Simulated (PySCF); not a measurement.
OSr, SMILES [Sr]=[O].

Geometry: B3LYP-D3(BJ)/def2-TZVPD. The def2 effective core potentials stand for the cores of Sr; spin–orbit coupling is left out.

The numbers are results of B3LYP/def2-TZVPD run with PySCF, not measurements.

The molecule is in vacuum.

Computed frontier levels, gap, dipole moment and polarisability:
```json
{
 "highest_occupied_level": "-4.47 eV",
 "lowest_empty_level": "-2.06 eV",
 "orbital_gap": "2.41 eV",
 "dipole_moment": "8.84 D",
 "quadrupole, principal values (traceless, Buckingham form, about the centre of nuclear charge)": "-16.49, 8.24, 8.24 D·Å",
 "mean_static_polarisability": "58.5 bohr³ (8.67 Å³)",
 "polarisability_principal_values": "33.8, 33.8, 107.9 bohr³"
}
```
